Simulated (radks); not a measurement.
Values are calculated unless marked as measured or tabulated.
Tl3+, configuration [Xe] 4f14 5d9.75 6s0.25 (fractional occupations, a model configuration). Code: a radial shooting solver on a logarithmic mesh with Libxc functionals. Model: scalar-relativistic Kohn-Sham, RPBE, spin-polarised, spherical densities, finite nucleus; open shells are filled with parallel spins first (spin-orbit coupling, left out, can overturn this in heavy ions); Fermi nuclear charge, rms radius 5.4759 fm. Some entries of the table are withheld. Estimate them.

| orbital | occ. | eigenvalue (hartree) | r(max) (bohr) | <1/r> (bohr^-1) |
|---|---|---|---|---|
| 1s up | 1 | -3146.260 | 0.01003 | 99.39 |
| 1s down | 1 | -3146.260 | 0.01003 | 99.39 |
| 2s up | 1 | -561.1590 | 0.05815 | 23.33 |
| 2s down | 1 | -561.1581 | 0.05815 | 23.33 |
| 2p up | 3 | -482.9551 | 0.04833 | 20.59 |
| 2p down | 3 | -482.9542 | 0.04833 | 20.59 |
| 3s up | 1 | -134.8014 | 0.1639 | 8.650 |
| 3s down | 1 | -134.8009 | 0.1639 | 8.650 |
| 3p up | 3 | -112.2801 | 0.1638 | 7.850 |
| 3p down | 3 | -112.2796 | 0.1638 | 7.850 |
| 3d up | 5 | -88.90834 | 0.1334 | 7.374 |
| 3d down | 5 | -88.90759 | 0.1334 | 7.374 |
| 4s up | 1 | -30.95711 | 0.3689 | 3.719 |
| 4s down | 1 | -30.95607 | 0.3689 | 3.719 |
| 4p up | 3 | -23.57148 | 0.3890 | 3.349 |
| 4p down | 3 | -23.57047 | 0.3890 | 3.349 |
| 4d up | 5 | -14.90149 | 0.3954 | 3.008 |
| 4d down | 5 | -14.90032 | 0.3954 | 3.008 |
| 5s up | 1 | -5.92618 | 0.8083 | 1.550 |
| 5s down | 1 | -5.92053 | 0.8082 | 1.550 |
| 4f up | 7 | -5.30799 | 0.3580 | 2.605 |
| 4f down | 7 | -5.30649 | 0.3580 | 2.606 |
| 5p up | 3 | -3.91224 | 0.9048 | (1) |
| 5p down | 3 | -3.90506 | 0.9046 | (2) |
| 5d up | 5 | -1.66008 | 1.109 | 0.9778 |
| 5d down | 4.75 | -1.64951 | 1.108 | 0.9793 |
| 6s up | 0.25 | -1.30113 | 1.942 | 0.5871 |
| 6s down | 0 | -1.28885 | 1.944 | 0.5854 |
| 6p up | 0 | -0.91559 | 2.400 | 0.4665 |
| 6p down | 0 | -0.90537 | 2.417 | 0.4662 |

Answer. 
(1) 5p up <1/r> (bohr^-1): 1.323
(2) 5p down <1/r> (bohr^-1): 1.324
